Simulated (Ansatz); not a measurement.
Wavefunction ladder for `C[BH][SnH2][GaH2]`

Z-matrix (Å, degrees):
```
C
B 1 1.549
H 1 1.094 2 113.5
H 1 1.091 2 116.7 3 -129.8
H 1 1.104 2 103.7 3 113.3
Sn 2 2.246 1 123.0 3 144.5
H 2 1.199 1 119.3 3 -35.7
Ga 6 2.622 2 109.6 1 -94.2
H 6 1.713 2 112.5 1 144.4
H 6 1.717 2 110.9 1 24.9
H 8 1.576 6 120.4 2 82.6
H 8 1.575 6 121.3 2 -95.6
```

The species carries charge 0 and has multiplicity 1. Correlated methods include outer-core shells of Ga, Sn, which these sets cover unevenly. Scalar relativity is left out up to krypton. Sn: def2 effective core potential. The geometry is a stationary point of PBE0-D4/def2-TZVP. It is one conformer, not always the lowest. Frozen core, restricted reference, Ansatz 0.2.0.

```json
{"basis": "def2-SVP", "HF (Eh)": "-2203.46517", "MP2 corr.": "-0.55870", "CCSD corr.": "-0.61065", "(T)": "-0.01887", "CCSD(T) total": "-2204.09469"}
{"basis": "def2-TZVPP", "HF (Eh)": "-2203.79334", "MP2 corr.": "-0.84591", "CCSD corr.": "-0.88341", "(T)": "-0.03051", "CCSD(T) total": "-2204.70726"}
{"basis": "def2-QZVPP", "HF (Eh)": "-2203.83850", "MP2 corr.": "-1.32354", "CCSD corr.": "–", "(T)": "–", "CCSD(T) total": "–"}
```
